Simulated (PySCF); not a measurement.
The third ionisation energy along group 14

Calculated with PySCF 2.14 from differences of total energies of unrestricted determinants, without spin-orbit coupling. Values in eV. The last column holds reference values (NIST; (s) semi-empirical, (t) theoretical, else measured). Unmarked ones compare directly (S terms, centres of terms, or small fine structure); those marked * lie between the lowest fine-structure levels and include a spin-orbit shift.

| element | configurations | UHF | SCS-MP2 (valence) | CCSD (valence) | CCSD(T) (valence) | CCSDT (valence) | FCI (valence) | reference |
| --- | --- | --- | --- | --- | --- | --- | --- | --- |
| Si (x2c-SVPall, spin-free X2C) | [Ne] 3s2 → [Ne] 3s1 | 31.975 | 32.931 | 33.158 | 33.158 | 33.158 | 33.158 | 33.493 |
| Ge (x2c-SVPall, spin-free X2C) | [Ar] 3d10 4s2 → [Ar] 3d10 4s1 | 32.216 | 33.077 | 33.260 | 33.260 | 33.260 | 33.260 | 34.058 |
| Sn (x2c-SVPall, spin-free X2C) | [Kr] 4d10 5s2 → [Kr] 4d10 5s1 | 28.651 | 29.361 | 29.541 | 29.541 | 29.541 | 29.541 | 30.506 |

**Question.** Which of these methods has the smallest mean absolute error against the measured values here?

**Answer.** CCSD (valence), with 0.699 eV.

| method | elements | mean error (eV) | mean absolute error (eV) | largest error (eV) |
| --- | --- | --- | --- | --- |
| UHF | 3 | -1.738 | 1.738 | -1.855 |
| SCS-MP2 (valence) | 3 | -0.896 | 0.896 | -1.145 |
| CCSD (valence) | 3 | -0.699 | 0.699 | -0.965 |
| CCSD(T) (valence) | 3 | -0.699 | 0.699 | -0.965 |
| CCSDT (valence) | 3 | -0.699 | 0.699 | -0.965 |
| FCI (valence) | 3 | -0.699 | 0.699 | -0.965 |

Errors include the incompleteness of the basis and the frozen core.

"Valence" correlates the outer s and p shells and, in groups 3 to 12 and the f block, the outer d or f shell, open or full, or the next shell where the ion has no valence electron left; the wider scheme adds the next inner shell.
